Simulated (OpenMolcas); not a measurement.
# Levels of Mn⁺ by method

| Item | Value |
| --- | --- |
| Program | OpenMolcas |
| Basis | ANO-RCC-VTZP [6s5p3d2f1g] |
| Scalar Hamiltonian | DKH2, point nucleus |
| Active space | 6 electrons in 6 orbitals (3d 4s) |
| State averaging | 2S+1 = 7 even, 1 root; 2S+1 = 5 even, 18 roots; 2S+1 = 3 even, 9 roots |
| Spin-orbit coupling | RASSI with atomic mean-field integrals over the reference wave functions, term energies averaged over their components |

Methods on the same reference wave functions:
A. CASSCF
B. SS-CASPT2, IPEA 0.25 Eh, imaginary shift 0.1 Eh (closed shells correlated: 3s 3p)

Energies in eV above 3d5 4s 7S3, the measured ground level; measured values from NIST Handbook of Basic Atomic Spectroscopic Data.

```tsv
Level	A	B	Measured
3d5 4s 7S3	0.0000	0.0000	0.0000
3d5 4s 5S2	1.5515	1.029	1.1745
3d5 4s 5G4	4.1479	3.602	3.4199
3d5 4s 5G5	4.1479	3.602	3.4184
3d5 4s 5G3	4.1479	3.602	3.4205
3d5 4s 5G2	4.1479	3.602	3.4206
3d5 4s 5G6	4.1479	3.602	3.4154
```

Deviations, from unrounded energies. A percentage is the sum of absolute deviations over the sum of measured energies, with the sign that they share, or ± where signs differ.

```
                        Against measurement  Levels      A     B
             mean absolute deviation (cm-1)       6   5400  1400
other terms of the ground configuration (%)       6  +22.0  ±5.8
```

B lies closest to measurement on these levels. The largest miss of B in the table is 3d5 4s 5G6, by +1500 cm-1. The ranking rests on the paired levels alone, and a cruder setting can come out closer through cancelling errors.

From A to B the spin-free energies of the other terms of 3d5 4s shown, above 7S, scale by factors of 0.66 to 0.87.

The lowest spin-free term lies below A's lowest term by 0.448 hartree in B.

Term energies are means over components that CASPT2 splits; among the terms shown or strongly mixed into the levels shown the widest spread is 60 cm-1 (3d5 4s 5G, B). No level of 3d6 was computed, though it lies in the active space. Without dynamic correlation excited terms often stand tens of per cent too high (terms of higher spin than the ground term too low), and those without a measured partner can miss by more than the paired ones (holds for A). Computed and measured levels are paired by configuration, term and J; levels that our copy of the source lacks, or whose pairing is in doubt (as where it misses far off the trend of its configuration), stay unpaired and out of the deviations. Only configurations of the active space appear. Levels that lie high or do not pair safely by name in every column are left out.
